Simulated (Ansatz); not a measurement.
Calculated with Ansatz (gas phase, PBE0-D4/def2-TZVP geometries, no zero-point term in ΔE). CCSD(T)/CBS is the MP2 limit (def2-TZVPP, def2-QZVPP) plus CCSD(T) − MP2 in def2-TZVPP, frozen cores. This one scheme is used for every species, atoms too. Functionals use def2-TZVPP. B3LYP here is the variant with VWN-RPA as its local correlation; programs differ in this. No spin–orbit coupling; open shells (•) take unrestricted orbitals. Spin–orbit coupling would lower the free atoms: a little for Al, C, O; clearly for Ge. For Ge outer-core shells are correlated without core-valence functions, so the limit isn't a true one: a few kJ/mol of doubt a bond, and 10 to 20 or more in all where bonds break to atoms. Scalar relativity is left out up to krypton. One conformer a species, not always the lowest.

Consider the atomization: `O=[CH][GeH2][AlH2]` → Al• + C• + Ge• + 5 H• + O•.

`O=[CH][GeH2][AlH2]`:

Z-matrix (Å, degrees):
```
Ge
C 1 2.013
Al 1 2.482 2 109.4
H 1 1.545 2 105.8 3 119.8
H 1 1.538 2 106.9 3 -124.7
O 2 1.199 1 123.2 3 89.5
H 2 1.116 1 116.8 3 -88.8
H 3 1.586 1 118.5 2 53.7
H 3 1.585 1 121.0 2 -125.6
```

(1) What is ΔE at CCSD(T)/CBS? (An estimate is asked.)

(2) What do these levels give: PBE0-D4, BHLYP-D4, B2PLYP, PBE-QIDH, B3LYP, r2SCAN0, CAM-B3LYP, CCSD(T)/def2-SVP, CCSD/def2-TZVPP, HF/def2-QZVPP, SCS-MP2/def2-QZVPP, MP2/CBS(def2)? (Estimate.)

Largest T1 diagnostic among the species: 0.018.

## Answers

(1) Ansatz gave: +2767.0 kJ/mol.

(2) Ansatz gave: PBE0-D4 2736.1, BHLYP-D4 2660.0, B2PLYP 2721.4, PBE-QIDH 2721.2, B3LYP 2722.9, r2SCAN0 2707.6, CAM-B3LYP 2745.1, CCSD(T)/def2-SVP 2601.4, CCSD/def2-TZVPP 2653.0, HF/def2-QZVPP 1940.1, SCS-MP2/def2-QZVPP 2766.9, MP2/CBS(def2) 2788.4 kJ/mol.

At CCSD(T), def2-SVP lies −165.6 kJ/mol from the extrapolated value and def2-TZVPP −67.0 kJ/mol: correlation converges slowly with the basis, and small sets miss more of it in the bonded molecule than in its fragments. The D4 term adds +26.6 kJ/mol with B3LYP and +14.0 kJ/mol with PBE0; it sums over pairs of atoms, weighted by their polarisabilities, and B3LYP, whose exchange is more repulsive, gets the larger term. From BLYP to BHLYP (50 % exact exchange), in def2-TZVPP and without D4, ΔE moves by −81.1 kJ/mol: exact exchange takes away binding that semilocal exchange gives to molecules.

For atomizations the MP2-based limit and the directly extrapolated one differ by several kJ/mol either way, and by 10 to 25 for some Ge, Se and Sn compounds, so smaller differences from it don't rank the levels.
